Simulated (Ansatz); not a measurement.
A run for Ansatz (a program for electronic structure): R-r2SCAN/def2-TZVPP on F3Sc (SMILES [F][Sc]([F])[F]), 2S+1 = 1, a spin state set in the input, which need not be the lowest.

Ansatz 0.2 input:
```yaml
crystal:
  periodic: [false, false, false]
  atoms:
    - {symbol: Sc, position_ang: [-0.01503752, 0.01740987, -0.01260668]}
    - {symbol: F, position_ang: [-1.57732875, -0.96952371, 0.02096142]}
    - {symbol: F, position_ang: [-0.01390093, 1.72340037, -0.72357094]}
    - {symbol: F, position_ang: [1.54817947, -0.70432125, 0.65917206]}
basis:
  gaussian:
    orbitals: def2-TZVPP
hamiltonian:
  xc: {name: r2SCAN}
```

Q: What total energy does the run end on?

A: -1060.4863 hartree.
